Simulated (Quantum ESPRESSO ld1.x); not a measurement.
Results of a calculation; reference values are marked as such.
Problem. Coherent X-ray form factor from a spherical all-electron density. Level of theory: non-relativistic Kohn-Sham, exchange-only LDA, spin-polarised, spherical densities, point nucleus (ld1.x of Quantum ESPRESSO 7.5).

sin(theta)/lambda (1/angstrom),f0 (electrons)
0.05,4.908
0.1,4.651
0.15,4.273
0.2,3.834
0.25,3.388
0.3,2.976
0.4,2.331
0.5,1.926
0.6,1.689
0.8,1.440
1,1.264
1.25,1.048
1.5,0.844
2,0.525

The species is in the configuration that NIST lists as its ground one. Which atom or ion scatters so?

Solution. The nitrogen ion N2+, [He] 2s2 2p1. Extrapolating in s^2 from the first two rows gives f0(0) = 5.0, near the electron count 5; among species with that count, the fall with angle is slower the higher Z, and the table is that of Z = 7; from so few rows the species is fixed only to a neighbour or two.
